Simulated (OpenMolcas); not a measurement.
**Se II: thermal populations, Slater's ratio, worked from levels**

```
Program             : OpenMolcas 26.06
Basis               : ANO-R2 [6s6p4d3f1g]
Scalar Hamiltonian  : X2C, finite nucleus
Active space        : 5 electrons in 9 orbitals (RAS2 4s 4p; RAS3 4d, at most 2 electrons)
State averaging     : 2S+1 = 4 odd, 1 root; 2S+1 = 2 odd, 8 roots; 2S+1 = 4 even, 3 roots; 2S+1 = 2 even, 9 roots
Spin-orbit coupling : state interaction with AMFI integrals over the reference wave functions, term energies averaged over their components
```

Methods: RASSCF; SS-RASPT2, IPEA 0.25 Eh, imaginary shift 0.1 Eh (closed shells correlated: 3d). Measured levels: NIST Handbook of Basic Atomic Spectroscopic Data.

**Thermal populations.** Z = Σ (2J + 1) exp(-E/kT) with k = 0.695035 cm-1/K, over the levels below. No other level of either list lies under 90000 cm-1, which is above 7 kT at each temperature.

```
          Level  2J + 1  SS-RASPT2  measured
4s2 4p3 4S* 3/2       4        0.0       0.0
4s2 4p3 2D* 3/2       4      13980     13168
4s2 4p3 2D* 5/2       6      14450     13784
4s2 4p3 2P* 1/2       2      24160     23038
4s2 4p3 2P* 3/2       4      24740     23895
  4s 4p4 4P 5/2       6      84930     83877
  4s 4p4 4P 3/2       4      86520     85580
  4s 4p4 4P 1/2       2      87350     86438
```

```json
{"T (K)": "5000", "Z, SS-RASPT2": "4.171", "Z, measured levels": "4.211", "Ground level (%), SS-RASPT2": "95.9", "Ground level (%), measured levels": "95.0"}
{"T (K)": "8000", "Z, SS-RASPT2": "4.843", "Z, measured levels": "4.964", "Ground level (%), SS-RASPT2": "82.6", "Ground level (%), measured levels": "80.6"}
{"T (K)": "12000", "Z, SS-RASPT2": "6.126", "Z, measured levels": "6.329", "Ground level (%), SS-RASPT2": "65.3", "Ground level (%), measured levels": "63.2"}
```

At 12000 K, kT = 8340 cm-1, and the computed levels give Z = 4.000 + 0.748 + 1.061 + 0.110 + 0.206 + 0.000 + 0.000 + 0.000 = 6.126.

**Slater's ratio.** With one set of orbitals, p3 has 2D* - 4S* = 9 F2 and 2P* - 2D* = 6 F2 (F2 = F²/25), a ratio of 2/3. Term energies are centres of gravity, weighted by 2J + 1.

```tsv
Source	2D* - 4S*	2P* - 4S*	F2 from the first	Ratio
RASSCF	16926	27176	1881	0.606
SS-RASPT2	14261	24543	1585	0.721
measured	13538	23609	1504	0.744
```

Energies in cm-1. A ratio away from 2/3 shows effects beyond one configuration with one set of orbitals, and in heavier atoms second-order spin-orbit shifts.

The run also gave levels led by 4s2 4p2 4d, which use shells meant for correlation; these and all levels above them are left out. Some terms mix strongly with configurations of 4d, whose occupation reaches 0.29 (4s 4p4 4P, 4s 4p4 2D). Without dynamic correlation excited terms often stand tens of per cent too high (terms of higher spin than the ground term too low), and those without a measured partner can miss by more than the paired ones (holds for RASSCF). Computed and measured levels are paired by configuration, term and J; levels that our copy of the source lacks, or whose pairing is in doubt (as where it misses far off the trend of its configuration), stay unpaired and out of the deviations. Only configurations of the active space appear.

* marks odd parity.
